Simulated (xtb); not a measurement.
xtb was given this input:
```
$ xtb mol.xyz --gfn 2 --etemp 3000 --json

# file mol.xyz
3

F     -1.02933801    -0.22870680     0.03405471
C     -0.01684584     0.58931167     0.03468448
F      1.04056857    -0.16416765    -0.05717770
```

Task: What HOMO-LUMO gap does GFN2-xTB run with xtb give?

Result: 2.59 eV

Task: Predict the partial charges in atom order from GFN2-xTB.

Result: F1 -0.07, C2 0.15, F3 -0.07
